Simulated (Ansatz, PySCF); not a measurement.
C4H10Mg, singlet, geometry from GFN2-xTB (such geometries of metal compounds can be far from the true shape), atoms displaced at random by about 0.08 Å a coordinate. Base run: B3LYP/STO-3G, gradient (PySCF).

Here is a job for PySCF.
```python
from pyscf import gto, scf, dft

mol = gto.M(
    atom='''
Mg   -1.340795    0.839135   -0.611790
H    -3.110703    0.883975   -0.063251
C     0.438787    0.032726    0.038309
C    -0.075188   -1.752078    0.075448
C     1.609283   -0.117788   -0.726499
C     0.540432    0.473527    1.673047
H     0.557268   -2.032392    0.766462
H    -0.330594   -2.100718   -0.899731
H    -1.269981   -1.611585    0.678044
H     1.618208   -0.479222   -1.839941
H     2.074936    1.052924   -0.864512
H     2.363037   -0.540540   -0.255386
H     0.845851    1.546994    1.449723
H    -0.341430    0.507212    2.029520
H     1.157615   -0.255876    1.939415
''',
    basis='sto-3g',
    charge=0,
    spin=0,
    verbose=3,
)

mf = dft.RKS(mol)
mf.xc = 'b3lyp'
mf.kernel()
g = mf.nuc_grad_method()
grad = g.kernel()
```

Programs used: Ansatz (a first-principles code), PySCF; a row that names a program was run with it.

The coordinate followed is x of atom 12.

Each row names what was changed in the base input (with any setting that the change needs).

```tsv
change	dE/dx (Eh/bohr)	net force (Eh/bohr)
base	-0.097703	0.000049
grids.level = 1; grid_response = on	-0.097691	0.000000
grid_response = on	-0.097693	0.000000
finite difference step (bohr) = 1e-3; conv_tol = 1e-11	-0.097693	-
conv_tol = 1e-6	-0.097702	0.000049
finite difference step (bohr) = 0.05; conv_tol = 1e-11	-0.097945	-
finite difference step (bohr) = 1e-5; conv_tol = 1e-11	-0.097693	-
finite difference step (bohr) = 0.01; conv_tol = 1e-11	-0.097703	-
finite difference step (bohr) = 0.2; conv_tol = 1e-11	[?]	-
code = ansatz	-0.097704	0.000000
grids.level = 1; grid_response = off	-0.097703	0.000107
conv_tol = 1e-4	-0.097709	0.000049
```

### Question
Fill in the missing entries.

### Answer

- finite difference step (bohr) = 0.2; conv_tol = 1e-11, dE/dx (Eh/bohr): -0.101669

The net force is zero for an exact gradient.
